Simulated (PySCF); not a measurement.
## Exercise with solution: entropy of an ideal gas

AlFHI, SMILES [F][AlH][I].

Geometry optimised at B3LYP-D3(BJ)/def2-TZVP. The def2 effective core potentials stand for the cores of I; spin–orbit coupling is left out.

B3LYP-D3(BJ)/def2-TZVP (PySCF) gives the harmonic wavenumbers 165, 354, 449, 648, 842, 2011 cm⁻¹ and the rotational temperatures 1.1362, 0.0834, 0.0777 K. The molar mass is 173.89 g/mol, the symmetry number 1, the spin multiplicity 1.

Question: Work out the entropy at 298.15 K and 1 atm in the rigid-rotor, harmonic-oscillator model.

Answer: 
Translation (Sackur–Tetrode at 1 atm): S = R[1.5 ln M + 2.5 ln T − 1.16487] = 173.1 J/(mol K).
Rotation: q = (√π/σ) T^1.5/√(θA θB θC) = 106000, S = R[ln q + 3/2] = 108.7 J/(mol K).
Vibration: with u = 1.4388 ν/T, each mode gives R[u/(e^u − 1) − ln(1 − e^−u)]:
| ν (cm⁻¹) | modes | u | S (J/(mol K)) |
|---|---|---|---|
| 165 | 1 | 0.80 | 10.43 |
| 354 | 1 | 1.71 | 4.80 |
| 449 | 1 | 2.17 | 3.34 |
| 648 | 1 | 3.13 | 1.57 |
| 842 | 1 | 4.06 | 0.74 |
| 2011 | 1 | 9.70 | 0.01 |
These are all the modes. Sum 20.9 J/(mol K).
Spin: R ln 1 = 0.0 J/(mol K).
Total 302.7 J/(mol K); the program's own thermochemistry gives 302.7. Translation makes up 57 % and vibration 7 %. Anharmonicity, hindered rotation and orbital degeneracy are left out.
